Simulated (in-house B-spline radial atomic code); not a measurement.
**RPA and G0W0 on LDA exchange-only: N⁴⁺**

Configuration [He] 2s1, highest spin, mean-field start LDA exchange-only. Computed with an all-electron radial atomic-structure program (B-spline basis): all electrons, scalar-relativistic (spin-free one-electron X2C), finite nucleus, each spin shell either full or empty, empty states to l = 9 with an (l + 1/2)⁻⁴ tail; G0W0 by contour deformation at full frequency.

RPA overbinds a lone outer s electron by self-correlation, and G0W0 tends to as well.

Command:
```bash
python run_gw.py task.json out
```
Settings (radii: box in bohr, nucleus in fm):
```
Z                        7
electrons                3
configuration            [He] 2s1
hamiltonian              x2c
method                   lda,
lmax                     9
rms_radius               2.5582
spin_polarised           True
box_radius               11.96
intervals                70
ion_configuration        1s2
```

Time taken, with all properties: 2.3 s on 1 thread of Arm Neoverse N1 (shared host).

Energies (hartree):

| term | value |
| --- | --- |
| mean-field total | -47.73474 |
| Hartree-Fock functional on these orbitals | -48.35121 |
| direct second order | -0.17417 |
| second-order exchange | 0.12194 |
| SOSEX correction | 0.099087 |

(1) What is the RPA correlation energy, and what remains with SOSEX?

Quasi-particle levels (eV):

| level | occupied | mean field | Σx - vxc | Σc | QP weight | G0W0 |
| --- | --- | --- | --- | --- | --- | --- |
| 2s up | yes | -88.10 | -9.75 | ? | ? | ? |
| 2s down | no | -78.49 | 3.89 | -3.01 | 0.906 | -77.62 |

G0W0 = mean field + (Σx - vxc) + Σc, with Σc (partial-wave tail included) taken at the quasi-particle energy. Levels of low weight are left out.

(2) Where does G0W0 put 2s up?

(3) What does it cost to remove one electron (to 1s2) by differences of total energies, each species on its own start (correlation terms add to the Hartree-Fock functional)?

Answers

(1) RPA gives -0.14878 hartree (-1.35 eV per electron); RPA + SOSEX gives -0.049691, and the second-order doubles -0.052232 hartree (no singles). SOSEX takes back 67 % of the RPA value.

(2) At -99.43 eV, with Σc = -1.59 eV and a quasi-particle weight of 0.955. The tabulated removal energy is 97.890 eV (NIST, measured).

(3) LDA exchange-only 96.79 eV, Hartree-Fock functional 97.75 eV, + RPA 99.32 eV, + RPA + SOSEX 97.86 eV, + second order 97.88 eV. Tabulated: 97.890 eV (NIST, measured).
